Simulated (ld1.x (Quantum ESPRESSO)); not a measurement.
selenium: one change to a PAW potential, before and after

* Element: Se
* Generator: ld1.x (Quantum ESPRESSO) 7.5
* Type: PAW
* Functional: PBE
* Relativity: scalar-relativistic
* Frozen core: [Ar] 3d10
* Valence charge: 6
* Reference configuration: 4s2 4p4
* Partial waves: 4s (bound): rcut 1.30, rcutus 1.70 bohr; 4s channel at 0.9 Ry: rcut 1.30, rcutus 1.70 bohr; 4p (bound): rcut 1.65, rcutus 2.00 bohr; 4p channel at 1.35 Ry: rcut 1.65, rcutus 2.00 bohr; 4d channel at 0.1 Ry: rcut 1.65, rcutus 1.90 bohr
* Local potential: all-electron potential smoothed inside 1.90 bohr (lloc = -2)
* Core correction: Bessel-smoothed model core, default radius (core density twice the valence density)
* Augmentation charge: PSQ, inside the norm-conserving radii

Change: core [Ne], valence charge 24; reference 3s2 3p6 3d10 4s2 4p4; waves now 3s (bound): rcut 1.00, rcutus 1.05 bohr; 4s (bound): rcut 1.00, rcutus 1.05 bohr; 3p (bound): rcut 0.95, rcutus 1.05 bohr; 4p (bound): rcut 0.95, rcutus 1.05 bohr; 3d (bound): rcut 1.15, rcutus 1.30 bohr; 3d channel at -1.2 Ry: rcut 1.15, rcutus 1.30 bohr; 4f channel at 0.45 Ry: rcut 0.95, rcutus 1.30 bohr; local potential all-electron potential smoothed inside 1.30 bohr (lloc = -1); core correction Bessel-smoothed model core inside 1.05 bohr.

Cutoffs: the cutoffs (Ry, on a coarse ladder) from which the occupation-weighted sum of valence levels, in a spherical-Bessel basis at the reference potential, stays within 10 and 1 mRy of its value at 400 Ry; they do not see the model core or the augmentation charge, which bear on the density cutoff. Errors are all-electron minus pseudo energies relative to the spin-unpolarised reference configuration.

What does the change do?

The potential gets harder (15 Ry and 21 Ry → 160 Ry and 260 Ry); the number of tests with a reliable result goes from 7 to 0 (the test run of the changed file stopped, so its transferability is not established); neither file shows a bound ghost. The added semicore shells are compact, so their waves need more plane waves. Several settings change at once here, so the effects cannot be laid on one of them.

```
                            quantity                    base                         changed
                       cutoff, loose                   15 Ry                          160 Ry
                       cutoff, tight                   21 Ry                          260 Ry
                        bound ghosts                    none                            none
        tests with a reliable result                  7 of 7   0 of 7 (the test run stopped)
lowest overlap eigenvalue by channel  s 0.40, p 0.69, d 1.00  s 0.13, p 0.10, d 0.10, f 0.94
```
